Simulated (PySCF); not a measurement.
ethylene carbonate (C3H4O3), SMILES O=C1OCCO1.

Coordinates come from a B3LYP-D3(BJ)/def2-SVP optimisation. The values are those of a single conformer.

All values below come from TDDFT-CAM-B3LYP/def2-SVPD in PySCF 2.14.0.

Vertical excitations. The molecule is in vacuum. State labels are in the subgroup C2.

```json
[
 {"state": "S1", "symmetry": "A", "energy (eV)": "7.03", "λ (nm)": "176", "f": "0.000", "main pairs": "HOMO→LUMO+3 52 %, HOMO→LUMO+2 20 %, HOMO→LUMO+4 17 %"},
 {"state": "S2", "symmetry": "A", "energy (eV)": "8.15", "λ (nm)": "152", "f": "0.000", "main pairs": "HOMO−1→LUMO 75 %, HOMO−1→LUMO+1 18 %"},
 {"state": "S3", "symmetry": "B", "energy (eV)": "8.19", "λ (nm)": "151", "f": "0.010", "main pairs": "HOMO→LUMO 55 %, HOMO→LUMO+1 32 %"},
 {"state": "S4", "symmetry": "B", "energy (eV)": "8.45", "λ (nm)": "147", "f": "0.015", "main pairs": "HOMO−2→LUMO 56 %, HOMO−2→LUMO+1 27 %"},
 {"state": "S5", "symmetry": "A", "energy (eV)": "8.66", "λ (nm)": "143", "f": "0.005", "main pairs": "HOMO−1→LUMO+1 71 %, HOMO−1→LUMO 19 %"},
 {"state": "S6", "symmetry": "B", "energy (eV)": "8.72", "λ (nm)": "142", "f": "0.049", "main pairs": "HOMO−1→LUMO+3 63 %, HOMO−1→LUMO+2 22 %"},
 {"state": "S7", "symmetry": "A", "energy (eV)": "8.99", "λ (nm)": "138", "f": "0.269", "main pairs": "HOMO−2→LUMO+3 48 %, HOMO−2→LUMO+2 17 %, HOMO−2→LUMO+4 15 %"},
 {"state": "S8", "symmetry": "B", "energy (eV)": "9.09", "λ (nm)": "136", "f": "0.017", "main pairs": "HOMO→LUMO+1 38 %, HOMO→LUMO 23 %, HOMO−2→LUMO+1 22 %, HOMO−2→LUMO 6 %"},
 {"state": "S9", "symmetry": "B", "energy (eV)": "9.37", "λ (nm)": "132", "f": "0.030", "main pairs": "HOMO−2→LUMO+1 26 %, HOMO−1→LUMO+2 20 %, HOMO→LUMO+1 17 %, HOMO→LUMO 15 %"},
 {"state": "S10", "symmetry": "B", "energy (eV)": "9.48", "λ (nm)": "131", "f": "0.021", "main pairs": "HOMO−1→LUMO+2 39 %, HOMO−1→LUMO+4 21 %, HOMO−2→LUMO 15 %, HOMO−2→LUMO+1 13 %"},
 {"state": "T1", "symmetry": "A", "energy (eV)": "6.54", "λ (nm)": "190", "f": "0", "main pairs": "HOMO→LUMO+3 55 %, HOMO→LUMO+2 22 %, HOMO→LUMO+4 18 %"},
 {"state": "T2", "symmetry": "A", "energy (eV)": "6.72", "λ (nm)": "185", "f": "0", "main pairs": "HOMO−2→LUMO+3 54 %, HOMO−2→LUMO+2 21 %, HOMO−2→LUMO+4 17 %"},
 {"state": "T3", "symmetry": "A", "energy (eV)": "7.89", "λ (nm)": "157", "f": "0", "main pairs": "HOMO−1→LUMO 60 %, HOMO−1→LUMO+1 28 %"},
 {"state": "T4", "symmetry": "B", "energy (eV)": "7.90", "λ (nm)": "157", "f": "0", "main pairs": "HOMO−1→LUMO+3 56 %, HOMO−1→LUMO+2 23 %, HOMO−1→LUMO+4 14 %"}
]
```
Triplets are in the Tamm–Dancoff approximation, which puts them higher than full response would, so one can lie above its singlet here.
